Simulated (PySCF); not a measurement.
## Structure revision by computed shifts

A compound C5H9NO2Si gives the data below (simulated from a calculation) and was assigned the structure `C/C=C(\C#N)O[SiH2]OC`.

$^{13}$C{$^{1}$H} NMR (computed): δ 154.3 (CH), 124.6 (C), 119.6 (C), 58.0 (CH3), -1.5 (CH3).

$^{1}$H NMR (400 MHz, computed): δ 7.29 (s, 1H), 5.59 (q, 2H), 3.80 (s, 3H), 0.31 (t, 3H).

PySCF 2.14.0 with density-fitted response routines calculation with structure optimised with GFN2-xTB and shieldings: GIAO PBE0/pcSseg-1; averaged over atoms made equivalent by symmetry, fast rotation or ring inversion, no solvent, relativity neglected, one conformer.

δ = σ(ref) − σ, references computed at the same level: $^{1}$H, $^{13}$C vs TMS.

Problem. Compare with the shifts computed for the proposed structure, pairing carbons in order of shift.

Solution. Structure with atom numbers: `[CH3:1]/[CH:2]=[C:3](\[C:4]#[N:5])[O:6][SiH2:7][O:8][CH3:9]`. Each H is labelled by its parent atom.

| atom | computed for proposal | given list | difference |
| --- | --- | --- | --- |
| C3 | 133.8 | 154.3 | -20.5 |
| C2 | 126.6 | 124.6 | +2.0 |
| C4 | 118.7 | 119.6 | -0.9 |
| C9 | 50.3 | 58.0 | -7.7 |
| C1 | 17.3 | -1.5 | +18.8 |

The rms difference is 13.0 ppm and the largest -20.5 ppm at C3 (alkene carbon bearing oxygen). The carbon types in order of shift don't match either: C, CH, C, CH3, CH3 for the proposal against CH, C, C, CH3, CH3 in the data. The proposal doesn't fit.

Problem. Which isomer fits?

Solution. `CO/C(C#N)=C/O[SiH2]C`.

- Carbon types of the structure: 2 × C, 1 × CH, 2 × CH3, leaving 2 H on heteroatoms.
- δC 154.3, 124.6: alkene carbon bearing oxygen.
- δC 119.6: nitrile carbon; this is the usual window of a C≡N carbon, which has no attached hydrogen.
- δC 58.0: methyl carbon bonded to O; deshielded by the electronegative neighbour.
- δC -1.5: methyl carbon bonded to Si; an electropositive neighbour leaves it electron-rich and shielded.

Other isomers checked: CCc1nocc1O[SiH3] (rms 23.9 ppm); CN([SiH3])CC#CC(=O)O (rms 28.6 ppm).

The data come from this structure; uniqueness wasn't tested.

Shifts are as computed. Against solution values, carbons near 30 ppm lie about +3 ppm off and those near 130 ppm about +5 ppm. Of 1309 compounds with measured shifts, 239 miss one by over three times the rms of a fit or turn the order of signals round; such compounds aren't used in these exercises. Multiplicities follow the n + 1 count of equivalent neighbours, as no J values were calculated; m marks all less simple cases, F and P coupling included.
